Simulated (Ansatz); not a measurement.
Basis sets compared for Al₃P₃H₁₂ (started as a model of: (H2Al-mu-PH2)3). Total charge 0; singlet. Geometry PBE-D4/def2-SVP. Ansatz on 4 threads of Arm Neoverse V2 on a shared host; times are rough, and most runs start from earlier orbitals.

```xyz
18

Al    0.983   -0.897   -2.177
Al   -1.924    1.676   -0.231
Al    0.991   -0.440    2.103
P     0.090    1.290   -1.556
P    -1.306    0.270    1.680
P     1.161   -1.814    0.092
H     2.478   -0.716   -2.724
H    -0.182   -1.676   -2.952
H    -1.922    3.191    0.293
H    -3.140    0.986   -1.012
H     1.909    0.848    1.834
H     1.073   -1.348    3.417
H     1.153    2.048   -0.970
H    -0.055    2.040   -2.767
H    -1.801    0.897    2.866
H    -2.139   -0.893    1.704
H     2.381   -2.556    0.171
H     0.250   -2.908    0.228
```

Binding counts from free atoms (Al doublet, P quartet, H doublet) in the same basis, without a counterpoise term.

| level | functions | energy (Eh) | HOMO (eV) | LUMO (eV) | binding per atom (eV) | wall time |
| --- | --- | --- | --- | --- | --- | --- |
| HF/STO-3G | 66 | -1734.8840 | -7.46 | 9.98 | 3.18 | 0.25 s |
| PBE-D4/def2-SVP | 168 | -1757.1764 | -6.71 | -1.67 | 2.73 | 2.1 s |
| PBE0-D4/def2-SVP | 168 | -1757.3610 | -7.84 | -0.88 | 2.72 | 2.9 s |

Task: Estimate the rows for HF/def2-TZVP, PBE-D4/def2-TZVP (with forces), PBE0-D4/def2-TZVP.

Result: 
| level | functions | energy (Eh) | HOMO (eV) | LUMO (eV) | binding per atom (eV) | wall time |
| --- | --- | --- | --- | --- | --- | --- |
| HF/def2-TZVP | 294 | -1755.0822 | -10.44 | 2.00 | 2.01 | 4.9 s |
| PBE-D4/def2-TZVP (with forces) | 294 | -1757.7880 | -6.72 | -1.98 | 2.72 | 4.7 s |
| PBE0-D4/def2-TZVP | 294 | -1757.9626 | -7.82 | -1.18 | 2.72 | 7.5 s |
